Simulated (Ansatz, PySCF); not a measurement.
System: C₂H₃N, charge 0, multiplicity 1. SMILES: [C-]#[N+]C
Geometry: optimised at B3LYP-D3(BJ)/def2-TZVP (Ansatz, a quantum-chemistry and plane-wave program).

Quantity: atomisation energy (electronic, to ground-state atoms), in eV. Cores are frozen in the correlated levels unless marked. Open shells are spin-unrestricted. No spin-orbit coupling. Non-relativistic. The coupled-cluster limit lacks core correlation, which all-electron functionals hold. CBS(X,Y): correlation extrapolated as X^-3; Hartree-Fock from the larger set.

```csv
level,program,atomisation energy (eV)
TPSS/def2-TZVPD,PySCF,25.82
```

Task: What does CCSD(T)/CBS(cc-pVTZ,cc-pVQZ) (Ansatz) give?

Result: 25.56 eV
